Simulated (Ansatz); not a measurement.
CH8Si3, SMILES `[SiH3][Si@@H]1C[SiH2]1` (charge 0, multiplicity 1).

The numbers are results of PBE/cc-pVTZ // PBE0-D3(BJ)/def2-TZVP (Ansatz, an electronic-structure program), not measurements.

Ansatz 0.2 input:
```yaml
crystal:
  periodic: [false, false, false]
  atoms:
    - { symbol: Si, position_ang: [2.114022, -0.306795, -0.518224] }
    - { symbol: Si, position_ang: [0.138339, -0.493949, 0.683603] }
    - { symbol: C, position_ang: [-1.47398, -0.435444, -0.339345] }
    - { symbol: Si, position_ang: [-1.379286, 1.171332, 0.650049] }
    - { symbol: H, position_ang: [1.891138, 0.691369, -1.598629] }
    - { symbol: H, position_ang: [2.512828, -1.599643, -1.138993] }
    - { symbol: H, position_ang: [3.221665, 0.161921, 0.35575] }
    - { symbol: H, position_ang: [0.119601, -1.466279, 1.805894] }
    - { symbol: H, position_ang: [-2.249381, -1.144212, -0.057118] }
    - { symbol: H, position_ang: [-1.372514, -0.367226, -1.419893] }
    - { symbol: H, position_ang: [-1.147338, 2.411126, -0.127074] }
    - { symbol: H, position_ang: [-2.380893, 1.336793, 1.728966] }
basis:
  gaussian: { orbitals: cc-pVTZ }
hamiltonian:
  xc: pbe
```

Output:

```
Functional definition: PBE
1469 factors; their error is unknown
mean field evaluation 1: about -24775.7682 eV, gradient 6.6e1 eV
mean field evaluation 2: about -24743.6600 eV, gradient 1.1e2 eV
mean field evaluation 4: about -24786.2753 eV, gradient 7.3e0 eV
mean field evaluation 8: about -24786.4736 eV, gradient 2.5e-1 eV
mean field evaluation 16: about -24786.4029 eV, gradient 2.7e-4 eV
mean field -24786.40286149 eV, -910.8835043325 hartree, gradient 6.2e-5 eV, S^2 0.000000; 0 other end points of the search recorded, 0 dependent functions left out
reference -24786.40291126 eV, -910.8835061616 hartree; 28, 28 occupied and 216, 216 virtual orbitals, 1469 factors
Total energy: -24786.40291126 eV, -910.8835061616 hartree
```
